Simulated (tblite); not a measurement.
C7H9F.
InChI=1S/C7H9F/c1-6-4-3-5-7(6,2)8/h3-5H,1-2H3/t7-/m0/s1

Calculated harmonic vibrations of the isolated species, GFN2-xTB (tblite), most abundant isotopes, no scaling. Against measured fundamentals such values can be off by several per cent, at times by over 20.

Harmonic wavenumbers (cm⁻¹): 111.0, 136.7, 180.3, 211.2, 247.1, 290.7, 343.6, 438.0, 537.2, 565.6, 590.2, 699.3, 770.9, 784.0, 846.6, 877.8, 930.3, 947.9, 1002.2, 1025.6, 1042.5, 1061.1, 1092.8, 1144.9, 1176.9, 1221.1, 1273.3, 1314.1, 1382.1, 1395.5, 1463.8, 1468.5, 1472.7, 1485.8, 1602.5, 1679.0, 2986.9, 3012.8, 3037.4, 3042.7, 3046.1, 3053.6, 3127.3, 3136.0, 3159.1.

A = 2528, B = 2397, C = 1641 MHz; mass 112.069 u (most abundant isotopes); point group C1, symmetry number 1.

**Question.** Zero-point energy?

**Answer.** ½Σν̃ = 30207 cm⁻¹ = 361.36 kJ/mol.

**Question.** Give the ideal-gas entropy at 273.15 K and 1 bar in the rigid-rotor, harmonic-oscillator model (classical rotation).

**Answer.** Translation 165.89, rotation 115.52, vibration 71.99: S = 353.4 J/(mol K).

**Question.** And Cp and H(273.15 K) − H(0)?

**Answer.** Cp = 127.08 J/(mol K), of which vibrations give 93.83 (their classical limit is 45 R = 374.2); H(273.15 K) − H(0) = 20.80 kJ/mol without the zero-point energy, 11.72 from vibrations.

**Question.** What must be added to the electronic energy to get the Gibbs energy at 273.15 K and 1 bar?

**Answer.** ZPE + [H(273.15 K) − H(0)] − T·S = 361.36 + 20.80 − 96.53 = 285.63 kJ/mol.

**Question.** Blend soft modes into free rotors: weight 1/[1 + (100 cm⁻¹/ν̃)⁴] for the oscillator and the rest for a rotor with moment μB/(μ + B), μ = h/(8π²ν), B = 10⁻⁴⁴ kg m². What vibrational entropy results?

**Answer.** 71.21 J/(mol K) in place of 71.99, which changes −T·S at 273.15 K by +0.21 kJ/mol.

**Question.** How do the functions run with temperature in this model?

**Answer.** 
```csv
T (K),S (J/(mol K)),Cp (J/(mol K)),H − H(0) (kJ/mol),G − H(0) (kJ/mol),ln q(vib)
100,263.5,63.2,4.42,-21.94,0.56
200,318.4,99.1,12.54,-51.15,2.16
300,365.8,137.7,24.35,-85.39,4.01
500,453.5,208.4,59.30,-167.46,8.02
800,567.6,276.1,132.92,-321.18,14.14
1000,632.5,305.0,191.19,-441.32,18.04
```

q(vib) and H(0) count from the zero-point level.

Hindered rotation and anharmonicity are outside this model. The structure is chiral; the term R ln 2 for an equal mix with its mirror image is left out.
